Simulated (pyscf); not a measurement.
**HN=Al–NH₂, singlet**

Gas-phase minimum from PySCF at ωB97X-D3(BJ)/def2-SVP, one conformer. 

```xyz
6

N     -0.5047     1.8908    -0.7610
Al     0.0860     0.5139    -0.1682
N      0.7318    -0.9896     0.4790
H     -0.8717     2.7470    -1.1290
H      1.2289    -1.6860    -0.0645
H      0.6571    -1.2814     1.4469
```
Charge 0, spin multiplicity 1.

Bond lengths (Å): N1–Al2 1.611, N1–H4 1.002, Al2–N3 1.760, N3–H5 1.014, N3–H6 1.014. Bond angles (°): Al2–N1–H4 180.0, N1–Al2–N3 180.0, Al2–N3–H5 124.7, Al2–N3–H6 124.8, H5–N3–H6 110.5.

Properties at ωB97X-D3(BJ)/def2-SVP:

```
Property                                                                                                                                                                             Result
---------------------------------------------------------------------------------------------------------------------  --------------------------------------------------------------------
Harmonic wavenumbers, unscaled                                                                                         119, 136, 297, 374, 437, 674, 770, 1255, 1527, 3638, 3727, 3840 cm⁻¹
Zero-point energy                                                                                                                                                             24.0 kcal/mol
Rotational symmetry number                                                                                                                                                                2
Entropy of this conformer at 298 K and 1 atm, rigid rotor and harmonic oscillator, modes under 100 cm⁻¹ raised to 100                                                       283.2 J/(mol K)
Dipole moment                                                                                                                                                                        3.60 D
```

Single-point totals, which compare only within one level (frozen core for MP2 and CC):

```tsv
level	total energy (hartree)
ωB97X-D3(BJ)/def2-TZVP	-353.82927
PBE/def2-TZVP	-353.50853
r²SCAN/def2-TZVP	-353.68792
B3LYP-D3(BJ)/def2-TZVP	-353.80861
PBE0-D3(BJ)/def2-TZVP	-353.53275
M06-2X/def2-TZVP	-353.71154
ωB97M-D3(BJ)/def2-TZVP	-353.84838
HF/def2-TZVPP	-352.59664
MP2/def2-TZVPP	-353.09888
CCSD/def2-TZVPP	-353.10940
CCSD(T)/def2-TZVPP	-353.13178
```

Soft torsions are taken as harmonic, which can shift the entropy by several J/(mol K). The CCSD(T) − MP2 part came from Ansatz, without density fitting, on the same reference.
